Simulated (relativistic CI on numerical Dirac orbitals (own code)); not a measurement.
**Slater and spin-orbit integrals, Dy40+**

Method of calculation: Dirac-Coulomb-Breit CI, KLI orbitals optimised for each configuration, model QED, unscaled Slater integrals (own radial code, finite nucleus).

Slater integrals F^k, G^k are unscaled and averaged over j, outside the closed core [Ne]; ζ comes from projecting the Hamiltonian with its Breit term on Σ l·s of the shell.

- 3s2.3p6.3d8: F^2(3d,3d) = 504310, F^4(3d,3d) = 325050, ζ(3d) = 124640 cm⁻¹; <r>(3d) = 0.2016, <r^2>(3d) = 0.04729 (bohr units).
- 3s2.3p5.3d9: ζ(3p) = 956900, F^2(3p,3d) = 441540, G^1(3p,3d) = 477810, G^3(3p,3d) = 316550, ζ(3d) = 123480 cm⁻¹; <r>(3p) = 0.2241, <r^2>(3p) = 0.05816, <r>(3d) = 0.2019, <r^2>(3d) = 0.04744 (bohr units).
- 3s2.3p4.3d10: F^2(3p,3p) = 439180, ζ(3p) = 956270 cm⁻¹; <r>(3p) = 0.2244, <r^2>(3p) = 0.05827 (bohr units).

Give the Racah parameters of the d shell in 3s2.3p6.3d8.

B = F²/49 − 5F⁴/441 = 6607 cm⁻¹ and C = 35F⁴/441 = 25798 cm⁻¹.

Averages of the first 10 configurations, taken without configuration mixing, which lowers the lowest level and can move excited configurations by several eV; other configurations of the list can lie among them:

| Configuration | Parity | States | Average energy above the lowest level (eV) |
| --- | --- | --- | --- |
| 3s2.3p6.3d8 | even | 45 | 36.7 |
| 3s2.3p5.3d9 | odd | 60 | 436.0 |
| 3s2.3p4.3d10 | even | 15 | 842.2 |
| 3s.3p6.3d9 | even | 20 | 751.2 |
| 3p6.3d10 | even | 1 | 1475.1 |
| 3s.3p5.3d10 | odd | 12 | 1149.0 |
| 3s2.3p6.3d7.4s | even | 240 | 1271.5 |
| 3s2.3p6.3d7.4p | odd | 720 | 1389.1 |
| 3s2.3p4.3d9.4s | even | 300 | 2061.0 |
| 3s2.3p6.3d7.4d | even | 1200 | 1536.1 |
